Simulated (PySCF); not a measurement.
Potential energy of BiF along the bond

Set-up: Bi x2c-TZVPPall, F x2c-TZVPPall; spin-free X2C with a Gaussian nucleus (PySCF 2.14). Energies in eV from Bi + F in their ground configurations at the same level. State: ³Σ⁻ (triplet), unpaired electrons π ↑↑.

```csv
R (Å),UHF
1.742,-0.577
1.823,-1.278
1.903,-1.636
1.964,-1.747
2.025,-1.760
2.086,-1.701
2.167,-1.545
2.268,-1.269
2.389,-0.877
2.551,-0.336
```

Put a parabola through the three lowest points of the UHF curve and estimate Re, k and ωe (reduced mass 17.42 u; 1 eV/Å² = 0.16022 mdyn/Å; ωe = 1302.8·√(k/μ) cm⁻¹).

Through R = 1.964, 2.025, 2.086 Å the second-order coefficient is 9.67 eV/Å², so Re ≈ 2.006 Å, k ≈ 3.10 mdyn/Å and ωe ≈ 550 cm⁻¹. A polynomial fit of higher order to the unrounded UHF energies gives Re = 2.004 Å, k = 3.45 mdyn/Å, ωe = 580 cm⁻¹; anharmonicity and rounding make the difference.

The higher-order fit for each curve: UHF: Re = 2.004 Å, ωe = 580 cm⁻¹, De = 1.76 eV.

⟨S²⟩ of the unrestricted solution departs from its pure value on part of the curve, where spin states mix. Spin–orbit coupling is left out, which matters for elements this heavy, above all for dissociation energies. Hartree–Fock leaves out correlation, which carries a large part of most bond energies and some tenths to 1 eV of ionisation energies. The state is the lowest determinant that a PBE0 search found; another state may lie lower at other levels.
